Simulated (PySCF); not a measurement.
Energy of Se⁻ (selenium, charge -1) between two integer charges

The 4p beta orbital of [Ar] 3d10 4s2 4p5 is emptied in steps (occupation f), with all orbitals relaxed, ending at [Ar] 3d10 4s2 4p4. All numbers are calculated (PySCF 2.14, scalar relativity through the core potential, in aug-cc-pVDZ-PP with ECP10MDF (5s4p3d, 32 functions)). The exact energy is a straight line in f; departures are measured from the line between the end points of the same method.

Question: Among LDA, PBE, PBE0, r2SCAN, LC-wPBE, BHandHLYP, HSE06, B3LYP, which shows the largest delocalisation error (convex curve), and which is closest to linear?

Answer: Most convex: LDA (-0.822 eV at f = 0.4); closest to linear: LC-wPBE (0.068 eV).

```json
{"f": "1", "LDA (eV)": "0.000", "PBE (eV)": "0.000", "PBE0 (eV)": "0.000", "r2SCAN (eV)": "0.000", "LC-wPBE (eV)": "0.000", "BHandHLYP (eV)": "0.000", "HSE06 (eV)": "0.000", "B3LYP (eV)": "0.000"}
{"f": "0.8", "LDA (eV)": "-0.528", "PBE (eV)": "-0.508", "PBE0 (eV)": "-0.345", "r2SCAN (eV)": "-0.475", "LC-wPBE (eV)": "0.052", "BHandHLYP (eV)": "-0.195", "HSE06 (eV)": "-0.411", "B3LYP (eV)": "-0.392"}
{"f": "0.6", "LDA (eV)": "-0.808", "PBE (eV)": "-0.773", "PBE0 (eV)": "-0.525", "r2SCAN (eV)": "-0.714", "LC-wPBE (eV)": "0.072", "BHandHLYP (eV)": "-0.303", "HSE06 (eV)": "-0.625", "B3LYP (eV)": "-0.599"}
{"f": "0.4", "LDA (eV)": "-0.822", "PBE (eV)": "-0.783", "PBE0 (eV)": "-0.531", "r2SCAN (eV)": "-0.711", "LC-wPBE (eV)": "0.068", "BHandHLYP (eV)": "-0.313", "HSE06 (eV)": "-0.633", "B3LYP (eV)": "-0.609"}
{"f": "0.2", "LDA (eV)": "-0.556", "PBE (eV)": "-0.527", "PBE0 (eV)": "-0.357", "r2SCAN (eV)": "-0.469", "LC-wPBE (eV)": "0.044", "BHandHLYP (eV)": "-0.215", "HSE06 (eV)": "-0.426", "B3LYP (eV)": "-0.412"}
{"f": "0", "LDA (eV)": "0.000", "PBE (eV)": "0.000", "PBE0 (eV)": "0.000", "r2SCAN (eV)": "0.000", "LC-wPBE (eV)": "0.000", "BHandHLYP (eV)": "0.000", "HSE06 (eV)": "0.000", "B3LYP (eV)": "0.000"}
```

```
   method  E(f=0) − E(f=1) (eV)  −ε at f=1 (eV)  −ε at f=0.4 (eV)
      LDA                 2.329          -0.903             2.948
      PBE                 2.087          -1.031             2.695
     PBE0                 2.016          -0.104             2.434
   r2SCAN                 2.063          -0.879             2.685
  LC-wPBE                 1.971           2.326             1.898
BHandHLYP                 1.933           0.764             2.146
    HSE06                 2.046          -0.480             2.538
    B3LYP                 2.154          -0.243             2.612
```

At f = 1 the orbital energy is positive for LDA, PBE, PBE0, r2SCAN, HSE06, B3LYP: only the finite basis holds the electron.

Reference removal energy between the ground levels: 2.021 eV (measured; photodetachment measurements, as compiled on the Wikipedia data page of electron affinities). The calculation has no spin-orbit coupling.
